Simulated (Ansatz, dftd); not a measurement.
Reaction: C5H6 (2-methylbut-1-en-3-yne, SMILES C#CC(=C)C) → C5H6 (ethynylcyclopropane, SMILES C(C1CC1)#C)
Each species at its own B3LYP-D3(BJ)/def2-TZVP minimum (Ansatz, an electronic-structure program).

Wanted: isomerisation energy (electronic), in kcal/mol. Open shells are spin-unrestricted; no spin-orbit coupling. Cores are frozen in correlated methods. Rows without X2C or -DK are non-relativistic. CBS(X,Y): correlation extrapolated as X^-3, Hartree-Fock from the larger set. A bracket is a step between two methods taken in the basis named. Functionals run without relativity, which enters their misses. '+ core + X2C': CCSD(T) terms for core correlation (cc-pwCVTZ) and scalar relativity (cc-pVTZ-DK). The restricted determinant of C5H6 (C#CC(=C)C, singlet) is unstable towards broken spin symmetry in at least one set run.

| level | program | isomerisation energy (kcal/mol) | difference against the last row |
|---|---|---|---|
| r2SCANh-D4/def2-TZVPD | Ansatz + dftd4 | 7.4 | -2.2 |
| CAM-B3LYP-D4/def2-TZVPD | Ansatz + dftd4 | 8.9 | -0.7 |
| CAM-B3LYP/def2-TZVPD | Ansatz | 8.7 | -0.9 |
| CCSD/CBS(cc-pVTZ,cc-pVQZ) | Ansatz | 8.8 | -0.8 |
| CCSDT(Q)/cc-pVDZ | Ansatz | 10.5 | 0.9 |
| CCSD(T)/CBS(cc-pVTZ,cc-pVQZ) + [CCSDT(Q) - CCSD(T)]/cc-pVDZ + core + X2C | Ansatz | 9.6 | 0.0 |
